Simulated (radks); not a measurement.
Values are calculated unless marked as measured or tabulated.
Task: Ionisation of the manganese ion Mn+, [Ar] 3d5 4s1, to Mn2+, [Ar] 3d5, under several functionals. Non-relativistic Kohn-Sham, spin-polarised, spherical densities, point nucleus; open shells are filled with parallel spins first; a radial shooting solver on a logarithmic mesh with Libxc functionals. The NIST Atomic Spectra Database gives 15.640 eV (measured). Rank these functionals by the error of their Delta-SCF ionisation energy: OLYP; Wu-Cohen GGA; Tao-Mo meta-GGA; MS2 meta-GGA; exchange-only B88; BP86; PW91; TASK exchange with Perdew-Wang LDA correlation; PBE; revPBE; TPSS; revTPSS.

Result: From best to worst: OLYP 15.581 eV (-0.059); revTPSS 15.775 eV (+0.135); TASK exchange with Perdew-Wang LDA correlation 15.490 eV (-0.150); TPSS 15.832 eV (+0.192); exchange-only B88 15.833 eV (+0.193); Tao-Mo meta-GGA 15.926 eV (+0.286); MS2 meta-GGA 15.976 eV (+0.336); revPBE 15.979 eV (+0.339); PBE 16.104 eV (+0.464); Wu-Cohen GGA 16.122 eV (+0.482); BP86 16.173 eV (+0.533); PW91 16.175 eV (+0.535). Open shells are spherical and high-spin; term and fine-structure splittings are not resolved.
